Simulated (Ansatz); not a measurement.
This geometry of BClFH₄N (8 atoms, charge 0, multiplicity 1) is a first-order saddle point.

All numbers below come from RHF/def2-SVP (Ansatz).

```xyz
8
Properties=species:S:1:pos:R:3
B 0.052 -0.452 -0.173
Cl -0.279 0.316 2.514
H 1.032 0.157 -0.440
F -1.103 -0.221 -0.725
N 0.134 -1.699 0.661
H -0.616 -2.357 0.519
H 1.029 -2.161 0.677
H -0.029 -1.111 1.657
```

Task: Which two structures does it join? (They come from a converged band through this point; their orientation in space is the band's.)

Result: Bonds broken: B1–Cl2, N5–H8. Bonds formed: Cl2–H8. BClFH4N becomes BFH3N + ClH.

Image 0:

```xyz
8
Properties=species:S:1:pos:R:3
B 0.015 -0.191 0.244
Cl 0.216 0.809 1.808
H 0.938 -0.058 -0.521
F -1.230 -0.081 -0.303
N 0.067 -1.754 0.777
H -0.067 -2.394 0.009
H 0.949 -1.956 1.222
H -0.669 -1.903 1.453
```

Image 8:

```xyz
8
Properties=species:S:1:pos:R:3
B 0.072 -0.656 -0.581
Cl -0.244 0.129 3.455
H 0.990 0.078 -0.806
F -1.090 -0.442 -1.179
N 0.186 -1.725 0.315
H -0.544 -2.400 0.429
H 1.065 -2.001 0.702
H -0.216 -0.512 2.354
```

Task: How far does it lie above each of them?

Result: 134.8 kJ/mol above the first and 97.9 kJ/mol above the second. This is the barrier of this one path; another mechanism may lie lower. The orbitals stay closed-shell, which can raise the energy where a bond breaks towards radicals; this wasn't checked here.

The run took 2.6 min on 1 thread of Arm Neoverse V1 (shared host), peak memory 0.14 GiB.
